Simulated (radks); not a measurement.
Results of a calculation; reference values are marked as such.
Q: Pd II, configuration [Kr] 4d7.5 5p1.5 (fractional occupations, a model configuration). Level of theory: scalar-relativistic Kohn-Sham, r2SCAN, spin-polarised, spherical densities, finite nucleus; open shells are filled with parallel spins first (spin-orbit coupling, left out, can overturn this in heavy ions); meta-GGA in the generalised Kohn-Sham scheme; Fermi nuclear charge, rms radius 4.5318 fm (a radial shooting solver on a logarithmic mesh with Libxc functionals). Some entries of the table are withheld. Estimate them.

orbital,occ.,eigenvalue (hartree),<r^2> (bohr^2),<r> (bohr)
1s up,1,-890.6049,0.001372,0.03186
1s down,1,-890.6039,0.001372,0.03186
2s up,1,-131.1945,0.02255,0.1383
2s down,1,-131.1702,0.02254,0.1383
2p up,3,-117.5956,0.01778,0.1206
2p down,3,-117.5769,0.01777,0.1206
3s up,1,-24.48452,0.1638,0.3784
3s down,1,-24.47787,0.1638,0.3784
3p up,3,-19.97932,0.1661,0.3781
3p down,3,-19.96976,0.1660,0.3781
3d up,5,-12.84530,0.1526,0.3576
3d down,5,-12.82597,0.1525,0.3576
4s up,1,(1),1.009,0.9443
4s down,1,(2),1.006,0.9426
4p up,3,-2.70921,1.218,1.032
4p down,3,-2.61270,1.214,1.031
4d up,5,-0.84956,2.196,1.354
4d down,2.5,-0.74953,2.203,1.356
5p up,1.5,-0.34236,12.61,3.336
5p down,0,-0.25414,14.01,3.498

A: 
(1) 4s up eigenvalue (hartree): -4.00654
(2) 4s down eigenvalue (hartree): -3.91409
